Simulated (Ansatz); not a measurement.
Start from `C[CH2][AlH][SeH]` and change one atom or group to get `C[CH2][AlH][CH2]C`.

Ansatz, PBE0-D4/def2-TZVP geometries, multiplicity 1. Each molecule was computed in one conformer, which needn't be the lowest.

Scalar relativity is left out up to krypton.

```csv
property,`C[CH2][AlH][SeH]`
size of the dipole moment (ωB97M-V/def2-TZVPP) / D,1.78
HOMO–LUMO gap (PBE0/def2-TZVPP) / eV,6.21
HOMO energy (PBE0/def2-TZVPP) / eV,-7.24
LUMO energy (B3LYP/def2-TZVPP) / eV,-1.21
size of the dipole moment (B3LYP/def2-TZVPP) / D,1.71
LUMO energy (PBE0/def2-TZVPP) / eV,-1.02
```

Give the same properties after the change, and the shifts. (An estimate is asked.)

Computed: 
```csv
property,`C[CH2][AlH][CH2]C`,shift
size of the dipole moment (ωB97M-V/def2-TZVPP) / D,0.63,-1.15
HOMO–LUMO gap (PBE0/def2-TZVPP) / eV,6.26,0.05
HOMO energy (PBE0/def2-TZVPP) / eV,-7.08,0.16
LUMO energy (B3LYP/def2-TZVPP) / eV,-1.05,0.16
size of the dipole moment (B3LYP/def2-TZVPP) / D,0.62,-1.09
LUMO energy (PBE0/def2-TZVPP) / eV,-0.82,0.20
```

The zero-point energy changes by 145.7 kJ/mol with +15 modes. Dipoles are sizes alone; their direction can turn.

B3LYP here is the variant with VWN-RPA as its local correlation; programs differ in this.

Spin–orbit coupling is left out; it splits and shifts lone-pair levels of the heavy atoms by tenths of an eV.
